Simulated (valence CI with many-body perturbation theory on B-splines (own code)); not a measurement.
**As11+: M1 decay**

Computed by relativistic CI+MBPT: four valence electrons over a frozen Dirac-Fock core [Ar], radial functions for each j: 9 s, 9 p, 10 d, 8 f, 5 g, 3 h, 1 i, with the one-electron correlation potential Σ1 (screened to all orders), the two-electron term Σ2, the three-electron term Σ3, Breit, model QED; selected single and double excitations, second order for the rest, scaled by the run's own slope (own B-spline code, finite nucleus).

No measured spectrum was set against this ion. As an estimate, terms of the open shell hold to 2 to 4 % of their energy, and close levels can change places. Core correlation moves these levels by up to 6200 cm⁻¹, and in measured spectra 5 to 20 % of such shifts remained as error; rates that hang on mixing are uncertain with them. Only levels of the ground parity were solved; by the run's estimate the other parity begins above the list, which can be wrong where configurations are misplaced.

Lines 1 to 50 of 120 in falling wavelength, among levels below 240890 cm⁻¹, chosen from the decays that carry over 1 % of a level's rate. Wavelengths and rates use the calculated energies, so an error of 2000 cm⁻¹ moves a line at 1670 nm by 33 % and its rate by three times that or more. Weak lines are less certain than strong ones. Lines between different terms over intervals too small for the method are left out, as are lines whose strength nearly cancels. Intervals below about 2000 cm⁻¹, as at the head of this list, are uncertain by tens of per cent. Branching is blank where the lifetime is uncertain.

Names give the largest LS component (configuration and term), which can be under half, so a name can repeat, a term be missing and a line seem to break the LS rules; names also repeat where a configuration has a term twice. Letters in brackets count levels of one name in rising energy.

```tsv
λ vac (nm)	Upper	Lower	Type	A (s⁻¹)	Branch %
8837	3d4 5D_1	3d4 5D_0	M1	7.69e-02	100.0
5327	3d4 5D_2	3d4 5D_1	M1	3.71e-01	100.0
5013	3d4 3H_6	3d4 3H_5	M1	1.59e-01	99.8
4259	3d4 5D_3	3d4 5D_2	M1	5.95e-01	100.0
3848	3d4 5D_4	3d4 5D_3	M1	4.72e-01	100.0
3796	3d4 3H_5	3d4 3H_4	M1	4.27e-01	88.8
1670	3d4 3F_3 [a]	3d4 3H_4	M1	8.60e-01	2.2
1653	3d4 3P_1 [a]	3d4 3P_0 [a]	M1	3.85e+00	4.5
1479	3d4 3G_4	3d4 3F_4 [a]	M1	8.88e-01	7.5
1432	3d4 3G_3	3d4 3F_2 [a]	M1	2.86e+00	12.6
1322	3d4 3G_3	3d4 3F_3 [a]	M1	3.48e+00	15.3
1314	3d4 3F_4 [a]	3d4 3H_4	M1	3.75e+00	6.9
1265	3d4 3P_2 [a]	3d4 3P_1 [a]	M1	6.79e+00	13.8
1192	3d4 3G_4	3d4 3F_3 [a]	M1	7.88e-01	6.7
1155	3d4 3G_5	3d4 3F_4 [a]	M1	3.12e+00	27.7
859.2	3d4 3G_5	3d4 3H_6	M1	3.36e+00	29.8
851.7	3d4 3G_4	3d4 3H_5	M1	7.95e-01	6.8
769.6	3d4 1G_4 [a]	3d4 3G_5	M1	3.62e+00	5.2
737.9	3d4 3G_3	3d4 3H_4	M1	1.17e+00	5.2
733.5	3d4 3G_5	3d4 3H_5	M1	4.33e+00	38.4
674.3	3d4 3D_3	3d4 3P_2 [a]	M1	2.57e+00	5.9
671.8	3d4 1G_4 [a]	3d4 3G_4	M1	1.90e+00	2.7
638.8	3d4 3D_2	3d4 3P_2 [a]	M1	2.34e+00	5.1
636.6	3d4 1G_4 [a]	3d4 3G_3	M1	9.67e+00	13.9
587.6	3d4 3D_1	3d4 3P_2 [a]	M1	3.39e+00	6.2
572.1	3d4 1D_2 [a]	3d4 3D_1	M1	6.22e+00	7.6
542.7	3d4 3F_4 [b]	3d4 1F_3	M1	5.02e+00	
530.7	3d4 1D_2 [a]	3d4 3D_2	M1	2.00e+00	2.4
519.0	3d4 3F_2 [b]	3d4 1F_3	M1	1.06e+01	10.9
508.7	3d4 3D_3	3d4 3F_3 [a]	M1	7.18e-01	1.7
508.5	3d4 1D_2 [a]	3d4 3D_3	M1	9.08e+00	11.1
502.5	3d4 3D_2	3d4 3F_2 [a]	M1	2.61e+00	5.7
488.3	3d4 3D_2	3d4 3F_3 [a]	M1	5.61e-01	1.2
470.3	3d4 3D_1	3d4 3F_2 [a]	M1	1.86e+00	3.4
461.9	3d4 1G_4 [a]	3d4 3F_4 [a]	M1	3.03e+01	43.4
456.7	3d4 1I_6	3d4 3H_6	M1	1.04e+01	53.0
429.7	3d4 1G_4 [a]	3d4 3F_3 [a]	M1	3.16e+00	4.5
424.4	3d4 3D_2	3d4 3P_1 [a]	M1	6.14e-01	1.3
418.6	3d4 1I_6	3d4 3H_5	M1	9.11e+00	46.6
401.2	3d4 3D_1	3d4 3P_1 [a]	M1	1.09e+01	19.8
378.2	3d4 3P_2 [b]	3d4 1D_2 [a]	M1	9.00e+00	12.5
375.6	3d4 1G_4 [a]	3d4 3H_5	M1	1.27e+01	18.2
344.2	3d4 1F_3	3d4 3D_2	M1	5.15e+00	
341.7	3d4 1G_4 [a]	3d4 3H_4	M1	6.15e+00	8.8
339.3	3d4 3F_2 [b]	3d4 1D_2 [a]	M1	4.67e+00	4.8
334.8	3d4 1F_3	3d4 3D_3	M1	1.41e+01	
322.8	3d4 3D_1	3d4 3P_0 [a]	M1	7.52e+00	13.7
314.9	3d4 1D_2 [a]	3d4 3G_3	M1	4.95e+00	6.0
308.5	3d4 1S_0 [a]	3d4 3P_1 [a]	M1	9.92e+01	100.0
289.9	3d4 1D_2 [a]	3d4 3P_2 [a]	M1	1.42e+01	17.3
```
